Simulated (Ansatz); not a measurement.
```yaml
crystal:
  periodic: [false, false, false]
  atoms:
    - {symbol: C, position_ang: [-1.649533, 0.777943, 0.966145]}
    - {symbol: O, position_ang: [-0.520188, 1.041869, 0.136365]}
    - {symbol: Si, position_ang: [0.386163, 0.238312, -0.806027]}
    - {symbol: C, position_ang: [0.714015, -1.400538, -0.247924]}
    - {symbol: Se, position_ang: [2.033008, 1.534297, -1.695196]}
    - {symbol: H, position_ang: [-2.073668, 1.573553, 1.555829]}
    - {symbol: H, position_ang: [-1.660038, -0.228073, 1.604178]}
    - {symbol: H, position_ang: [-2.456142, 0.444349, 0.159387]}
    - {symbol: H, position_ang: [-0.585179, 0.128215, -1.968730]}
    - {symbol: H, position_ang: [1.295197, -2.166732, -0.755719]}
    - {symbol: H, position_ang: [0.072614, -1.843588, 0.526909]}
    - {symbol: H, position_ang: [0.022614, -1.843588, 0.226909]}
    - {symbol: H, position_ang: [2.777774, 1.134728, -0.389374]}
basis:
  gaussian: {orbitals: x2c-TZVPPall}
total_charge: -1
magnetization: {spin_polarized: true, initial_magnetization: 1}
hamiltonian: {xc: {name: B2GP-PLYP}}
accuracy: high
output: {forces: true}
```

```sh
$ ansatz run in.yaml --threads 2 --pin off --events-out ev --progress --plain --max-ram 32768MiB --backend cuda --devices 0, --max-vram 18GiB
```

Shortened log:

```
Functional definition: B2GP-PLYP
5064 factors; integrals over basis functions are off by at most 2.2e-8 eV
mean field evaluation 1: about -78209.2456 eV, gradient 3.2e1 eV
mean field evaluation 2: about -78209.4678 eV, gradient 3.2e1 eV
mean field evaluation 4: about -78214.7888 eV, gradient 3.8e0 eV
mean field evaluation 8: about -78214.9462 eV, gradient 6.6e-1 eV
mean field evaluation 16: about -78214.9916 eV, gradient 1.3e-1 eV
mean field evaluation 32: about -78215.0023 eV, gradient 3.5e-6 eV
mean field -78215.01224547 eV, -2874.3486839817 hartree, gradient 1.7e-8 eV, S^2 0.759103; 12 other end points of the search recorded, 0 dependent functions left out
17 core orbitals not correlated: weight in the atoms' cores, before any rotation towards them, 1.000 or more for the frozen orbitals, at most 0.000 for the correlated occupied ones
reference -78215.01226838 eV, -2874.3486848235 hartree; 22, 21 occupied and 256, 257 virtual orbitals, 5064 factors
second order -31.89279458 eV of doubles, -0.00000000 eV of singles
Total energy: -78226.49367443 eV, -2874.7706187134 hartree
Relativity: scalar
Atom 0 at    -1.649533     0.777943     0.966145 Å, force    -1.494621    -3.977792    -3.011201 eV/Å
Atom 1 at    -0.520188     1.041869     0.136365 Å, force    -3.344749     3.032571     5.933328 eV/Å
Atom 2 at     0.386163     0.238312    -0.806027 Å, force     1.339516    -1.395079    -5.113345 eV/Å
Atom 3 at     0.714015    -1.400538    -0.247924 Å, force     7.344176     3.242715    -3.839386 eV/Å
Atom 4 at     2.033008     1.534297    -1.695196 Å, force    -0.686474     0.363235    -0.881532 eV/Å
Atom 5 at    -2.073668     1.573553     1.555829 Å, force     0.658536     0.520188    -0.015985 eV/Å
Atom 6 at    -1.660038    -0.228073     1.604178 Å, force     0.874913     2.110859    -0.887131 eV/Å
Atom 7 at    -2.456142     0.444349     0.159387 Å, force     0.934460     0.964241     1.733936 eV/Å
Atom 8 at    -0.585179     0.128215    -1.968730 Å, force     0.224263     0.012345    -0.258544 eV/Å
Atom 9 at     1.295197    -2.166732    -0.755719 Å, force    -0.446729     0.183550     0.604105 eV/Å
Atom 10 at     0.072614    -1.843588     0.526909 Å, force    19.348154    -0.442183   112.824531 eV/Å
Atom 11 at     0.022614    -1.843588     0.226909 Å, force   -25.768589    -4.226321  -108.345891 eV/Å
Atom 12 at     2.777774     1.134728    -0.389374 Å, force     1.017145    -0.388329     1.257116 eV/Å
Dipole moment:    -0.791705    -0.262072     0.517816 e Å
```

In this input one atom was put on top of another. Self-consistency was reached. The result belongs to that input, not to the molecule as meant.
